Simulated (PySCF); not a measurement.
How exact exchange moves a shielding

Molecule: SMILES C([SiH2]N=C)[SiH3], C2H9NSi2.

Mapped SMILES: `[CH2:1]=[N:2][SiH2:3][CH2:4][SiH3:5]`. Each H is labelled by its parent atom. Ha(C1) is cis to Si3; Hb(C1) is trans to Si3.

GIAO shieldings (ppm, equivalent atoms averaged) in PySCF 2.14 on the PBE0-D3(BJ)/def2-SVP geometry, basis pcSseg-1, gas phase, non-relativistic:

| functional | exact exchange (%) | σ(C1) | σ(Si3) | σ(Si5) |
| --- | --- | --- | --- | --- |
| BLYP | 0 | 4.1 | 344.8 | 396.1 |
| BP86 | 0 | 6.8 | 352.3 | 405.0 |
| PBE | 0 | 6.8 | 352.9 | 406.7 |
| B3LYP | 20 | 6.0 | 357.6 | 407.4 |
| PBE0 | 25 | 9.5 | 368.9 | 420.1 |
| BHandHLYP | 50 | 10.1 | 377.0 | 424.1 |
| HF | 100 | 20.0 | 412.0 | 453.6 |

(1) Fit each shielding as a line in the percentage of exact exchange.

(2) What does the line predict for mPW1PW91 (25 %), and what does the run give?

## Answers

(1) σ(C1) = 5.3 + 0.14 x (rms 1.5 ppm); σ(Si3) = 349.4 + 0.61 x (rms 3.5 ppm); σ(Si5) = 402.1 + 0.50 x (rms 4.3 ppm). The functionals also differ in their semilocal parts, which the line can't hold; Hartree–Fock has no correlation at all.

(2) σ(C1): 8.8 predicted, 8.9 computed; σ(Si3): 364.6 predicted, 367.9 computed; σ(Si5): 414.6 predicted, 417.7 computed ppm.
